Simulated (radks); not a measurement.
The rubidium ion Rb4+, configuration [Ar] 3d9.5 4s2 4p3 4f0.5 (fractional occupations, a model configuration). Method: Dirac Kohn-Sham, BLYP, spin-unpolarised, spherical densities, point nucleus; open shells fill j = l - 1/2 first; computed with a radial shooting solver on a logarithmic mesh with Libxc functionals.

Normalised radial functions P(r) = r R(r) (large component), r in bohr:

r          3d3/2
0.004897  0.0001
0.006479  0.0003
0.008642  0.0007
0.01143   0.0014
0.01525   0.0031
0.02018   0.0066
0.02691   0.0142
0.03561   0.0293
0.0475    0.0601
0.06284   0.1162
0.08382   0.2181
0.1109    0.3788
0.1479    0.6183
0.1957    0.9073
0.261     1.1993
0.3454    1.3781
0.4606    1.3549
0.6095    1.1163
0.8129    0.7413
1.076     0.3896
1.435     0.1462
1.898     0.0376
2.532     0.0054
3.35      0.0004
4.468     0.0000
5.911     0.0000
7.884     0.0000
10.43     0.0000

3d3/2: eigenvalue -168.60 eV, 0 radial nodes, <r> = 0.513 bohr, 90 % of the charge inside 0.832 bohr.
